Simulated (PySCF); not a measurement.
C5H9B2NO2.
Z-matrix (Å and degrees, PBE0-D3(BJ)/def2-SVP geometry), rows numbered from 1:
```
O 
B   1  1.3762
O   2  1.3740  1  115.26
B   2  1.7172  1  123.83  3   178.79
N   4  1.5809  2  107.51  1   176.07
C   5  1.3417  4  120.07  2    82.19
C   6  1.3859  5  122.10  4  -175.36
C   7  1.3927  6  119.20  5     0.28
C   8  1.3925  7  118.33  6     0.03
C   5  1.3414  4  120.65  2   -92.63
H   1  0.9612  2  110.70  3   179.88
H   3  0.9657  2  110.39  1     0.37
H   4  1.2292  2  110.40  1   -67.33
H   4  1.2278  2  112.79  1    57.62
H   6  1.0905  5  115.27  4     4.67
H   7  1.0910  6  119.34  5  -179.75
H   8  1.0921  7  120.83  6  -179.94
H   9  1.0910  8  121.44  7   179.94
H  10  1.0907  5  115.26  4    -4.90
```

Computed, not measured: PBE0-D3(BJ)/def2-SVP geometry optimisation, gas phase in PySCF.

Take the most abundant isotopes and a rigid rotor. The values belong to one conformer with, in the numbering `[OH:1][B:2]([OH:3])[BH2-:4][n+:5]1[cH:6][cH:7][cH:8][cH:9][cH:10]1`, H–O1–B2–O3 180°, O1–B2–O3–H 0°, O1–B2–B4–N5 176°, B2–B4–N5–C6 82°.

Question: Give the principal moments of inertia and the rotational constants in cm⁻¹.

Answer: Ia = 162.95, Ib = 682.60, Ic = 703.98 u·Å²; 505379 MHz·u·Å²/I gives 3101, 740.4 and 717.9 MHz, that is A = 0.10345, B = 0.02470, C = 0.02395 cm⁻¹.

Question: Classify the top.

Answer: A near-prolate asymmetric top. Ray's parameter κ = (2B − A − C)/(A − C) = -0.981; −1 is the prolate and +1 the oblate limit.

Question: What does the inertial defect say?

Answer: Not planar: Δ = Ic − Ia − Ib = -141.57 u·Å². For a rigid frame Δ = −2 Σ m c², so Σ m c² = 70.78 u·Å² lies off the ab plane: 14.47 from hydrogen and 56.31 from heavier atoms. The atom farthest from that plane is 2.15 Å away.

Question: Give the other two planar moments, Paa and Pbb, and the rms extents of the mass along the axes.

Answer: Paa = Σ m a² = (Ib + Ic − Ia)/2 = 611.82 and Pbb = Σ m b² = (Ia + Ic − Ib)/2 = 92.17 u·Å². With the mass M = 137.08 u, the rms extents √(P/M) along a, b and c are 2.11, 0.82, 0.72 Å.

Question: Give the coordinates in the principal-axis frame, origin at the centre of mass.

Answer: The sense of each axis is arbitrary; atoms in the order of the calculation.
```json
{"atom": "O1", "mass (u)": "15.995", "a (Å)": "3.535", "b (Å)": "-0.080", "c (Å)": "0.046"}
{"atom": "B2", "mass (u)": "11.009", "a (Å)": "2.165", "b (Å)": "0.049", "c (Å)": "0.095"}
{"atom": "O3", "mass (u)": "15.995", "a (Å)": "1.685", "b (Å)": "0.827", "c (Å)": "1.120"}
{"atom": "B4", "mass (u)": "11.009", "a (Å)": "1.097", "b (Å)": "-0.667", "c (Å)": "-1.043"}
{"atom": "N5", "mass (u)": "14.003", "a (Å)": "-0.379", "b (Å)": "-0.360", "c (Å)": "-0.567"}
{"atom": "C6", "mass (u)": "12.000", "a (Å)": "-0.947", "b (Å)": "0.820", "c (Å)": "-0.856"}
{"atom": "C7", "mass (u)": "12.000", "a (Å)": "-2.201", "b (Å)": "1.171", "c (Å)": "-0.381"}
{"atom": "C8", "mass (u)": "12.000", "a (Å)": "-2.896", "b (Å)": "0.275", "c (Å)": "0.428"}
{"atom": "C9", "mass (u)": "12.000", "a (Å)": "-2.297", "b (Å)": "-0.946", "c (Å)": "0.728"}
{"atom": "C10", "mass (u)": "12.000", "a (Å)": "-1.041", "b (Å)": "-1.228", "c (Å)": "0.214"}
{"atom": "H11", "mass (u)": "1.008", "a (Å)": "3.797", "b (Å)": "-0.636", "c (Å)": "-0.692"}
{"atom": "H12", "mass (u)": "1.008", "a (Å)": "2.415", "b (Å)": "1.171", "c (Å)": "1.651"}
{"atom": "H13", "mass (u)": "1.008", "a (Å)": "1.237", "b (Å)": "-0.149", "c (Å)": "-2.148"}
{"atom": "H14", "mass (u)": "1.008", "a (Å)": "1.219", "b (Å)": "-1.887", "c (Å)": "-1.108"}
{"atom": "H15", "mass (u)": "1.008", "a (Å)": "-0.352", "b (Å)": "1.480", "c (Å)": "-1.489"}
{"atom": "H16", "mass (u)": "1.008", "a (Å)": "-2.621", "b (Å)": "2.142", "c (Å)": "-0.647"}
{"atom": "H17", "mass (u)": "1.008", "a (Å)": "-3.886", "b (Å)": "0.523", "c (Å)": "0.816"}
{"atom": "H18", "mass (u)": "1.008", "a (Å)": "-2.795", "b (Å)": "-1.685", "c (Å)": "1.357"}
{"atom": "H19", "mass (u)": "1.008", "a (Å)": "-0.520", "b (Å)": "-2.166", "c (Å)": "0.412"}
```

Question: Where do the levels up to J = 3 lie, in K?

Answer: Above 0(0,0), as E/k:
J = 1: 1(0,1) 0.070, 1(1,1) 0.183, 1(1,0) 0.184
J = 2: 2(0,2) 0.210, 2(1,2) 0.322, 2(1,1) 0.325, 2(2,1) 0.665, 2(2,0) 0.665
J = 3: 3(0,3) 0.420, 3(1,3) 0.531, 3(1,2) 0.537, 3(2,2) 0.875, 3(2,1) 0.875, 3(3,1) 1.445, 3(3,0) 1.445
Those of J = 1 are B + C, A + C and A + B.

Question: Predict some low-J microwave lines.

Answer: The dipole components are |μa| = 4.55 D, |μb| = 0.69 D, |μc| = 1.24 D. Intensities carry the squares of the components, which stand as 1.00 : 0.02 : 0.07 (a : b : c). Some lines, for components of 0.1 D or more:

```json
{"type": "b", "branch": "R", "J(Ka,Kc)": "2(0,2) ← 1(1,1)", "MHz": "555", "lower level (cm⁻¹)": "0.127"}
{"type": "a", "branch": "R", "J(Ka,Kc)": "1(0,1) ← 0(0,0)", "MHz": "1458", "lower level (cm⁻¹)": "0.000"}
{"type": "c", "branch": "Q", "J(Ka,Kc)": "2(1,2) ← 2(0,2)", "MHz": "2339", "lower level (cm⁻¹)": "0.146"}
{"type": "c", "branch": "Q", "J(Ka,Kc)": "1(1,1) ← 1(0,1)", "MHz": "2361", "lower level (cm⁻¹)": "0.049"}
{"type": "b", "branch": "Q", "J(Ka,Kc)": "1(1,0) ← 1(0,1)", "MHz": "2384", "lower level (cm⁻¹)": "0.049"}
{"type": "b", "branch": "Q", "J(Ka,Kc)": "2(1,1) ← 2(0,2)", "MHz": "2406", "lower level (cm⁻¹)": "0.146"}
{"type": "a", "branch": "R", "J(Ka,Kc)": "2(1,2) ← 1(1,1)", "MHz": "2894", "lower level (cm⁻¹)": "0.127"}
{"type": "a", "branch": "R", "J(Ka,Kc)": "2(0,2) ← 1(0,1)", "MHz": "2916", "lower level (cm⁻¹)": "0.049"}
{"type": "a", "branch": "R", "J(Ka,Kc)": "2(1,1) ← 1(1,0)", "MHz": "2939", "lower level (cm⁻¹)": "0.128"}
{"type": "b", "branch": "R", "J(Ka,Kc)": "1(1,1) ← 0(0,0)", "MHz": "3819", "lower level (cm⁻¹)": "0.000"}
{"type": "c", "branch": "R", "J(Ka,Kc)": "1(1,0) ← 0(0,0)", "MHz": "3842", "lower level (cm⁻¹)": "0.000"}
{"type": "b", "branch": "R", "J(Ka,Kc)": "2(1,2) ← 1(0,1)", "MHz": "5255", "lower level (cm⁻¹)": "0.049"}
{"type": "c", "branch": "R", "J(Ka,Kc)": "2(1,1) ← 1(0,1)", "MHz": "5323", "lower level (cm⁻¹)": "0.049"}
{"type": "c", "branch": "Q", "J(Ka,Kc)": "2(2,1) ← 2(1,1)", "MHz": "7083", "lower level (cm⁻¹)": "0.226"}
{"type": "b", "branch": "Q", "J(Ka,Kc)": "2(2,0) ← 2(1,1)", "MHz": "7083", "lower level (cm⁻¹)": "0.226"}
{"type": "b", "branch": "Q", "J(Ka,Kc)": "2(2,1) ← 2(1,2)", "MHz": "7151", "lower level (cm⁻¹)": "0.224"}
{"type": "b", "branch": "R", "J(Ka,Kc)": "2(2,1) ← 1(1,0)", "MHz": "10022", "lower level (cm⁻¹)": "0.128"}
{"type": "c", "branch": "R", "J(Ka,Kc)": "2(2,0) ← 1(1,0)", "MHz": "10022", "lower level (cm⁻¹)": "0.128"}
{"type": "c", "branch": "R", "J(Ka,Kc)": "2(2,1) ← 1(1,1)", "MHz": "10045", "lower level (cm⁻¹)": "0.127"}
{"type": "b", "branch": "R", "J(Ka,Kc)": "2(2,0) ← 1(1,1)", "MHz": "10045", "lower level (cm⁻¹)": "0.127"}
```

Question: Estimate the classical rotational partition function at 10 K, 25 K and 500 K.

Answer: Point group C1, symmetry number σ = 1; q = (√π/σ)·√((kT/h)³/(ABC)), k/h = 20836.6 MHz/K: 4150 at 10 K, 16400 at 25 K, 1470000 at 500 K.

No PBE0-D3(BJ)/def2-SVP frequencies stand behind this structure, so it isn't proved a minimum. Constants of a rigid frame at the computed geometry: no zero-point averaging, no centrifugal distortion. Quadrupole hyperfine structure (11B, 14N) is left out.
